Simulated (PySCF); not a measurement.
hexafluorodisiloxane (F6OSi2), SMILES F[Si](F)(O[Si](F)(F)F)F.

Geometry: B3LYP-D3(BJ)/def2-SVP. One conformer was computed; it need not be the lowest.

Calculation: B3LYP-D3(BJ)/def2-SVP (PySCF).

Frequencies are harmonic and unscaled.

| mode | ν (cm⁻¹) | IR (km/mol) | moving atoms (share of kinetic energy) |
|---|---|---|---|
| 1 | 4 | 0.1 | F 72 %, O 27 % |
| 2 | 11 | 0.0 | F 100 % |
| 3 | 23 | 0.2 | F 74 %, O 23 % |
| 4 | 206 | 0.0 | F 94 % |
| 5 | 206 | 0.6 | F 93 % |
| 6 | 232 | 0.6 | F 94 % |
| 7 | 271 | 3.8 | F 78 %, O 20 % |
| 8 | 288 | 12.1 | F 80 %, O 15 % |
| 9 | 338 | 10.5 | F 75 %, Si 25 % |
| 10 | 339 | 0.0 | F 75 %, Si 25 % |
| 11 | 383 | 178.8 | F 56 %, Si 36 %, O 8 % |
| 12 | 414 | 95.1 | O 44 %, F 41 %, Si 15 % |
| 13 | 423 | 71.1 | O 43 %, F 41 %, Si 17 % |
| 14 | 609 | 13.7 | F 55 %, Si 37 %, O 8 % |
| 15 | 823 | 104.3 | F 83 %, Si 12 % |
| 16 | 933 | 17.3 | Si 53 %, F 46 % |
| 17 | 1014 | 24.7 | F 50 %, Si 50 % |
| 18 | 1014 | 9.9 | Si 50 %, F 50 % |
| 19 | 1025 | 387.8 | Si 51 %, F 49 % |
| 20 | 1026 | 374.2 | Si 51 %, F 49 % |
| 21 | 1210 | 758.0 | O 77 %, Si 22 % |
